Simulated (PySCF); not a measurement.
Al(F)(Me)(SH) (CH₄AlFS), SMILES [CH3][Al]([F])[SH]. Atoms are numbered in the order given.

```xyz
8

Al    -0.1174    -0.4053     0.0000
F     -1.7214    -0.8671     0.0000
C      1.2754    -1.7572     0.0000
H      1.1775    -2.4067    -0.8864
H      2.2907    -1.3305     0.0000
H      1.1775    -2.4067     0.8864
S      0.1983     1.7578     0.0000
H      1.5475     1.6360     0.0000
```
Charge 0, spin multiplicity 1.

The structure is a stationary point at B3LYP-D3(BJ)/def2-SVP. The values are those of a single conformer.

Method: r2SCAN/def2-TZVP (PySCF).

Atomic charges (e):

| atom | Mulliken | Löwdin | IAO |
|---|---|---|---|
| Al1 | 0.69 | -0.18 | 1.17 |
| F2 | -0.35 | -0.04 | -0.57 |
| C3 | -0.58 | -0.49 | -0.84 |
| H4 | 0.14 | 0.15 | 0.17 |
| H5 | 0.13 | 0.14 | 0.16 |
| H6 | 0.14 | 0.15 | 0.17 |
| S7 | -0.33 | 0.20 | -0.38 |
| H8 | 0.16 | 0.08 | 0.11 |
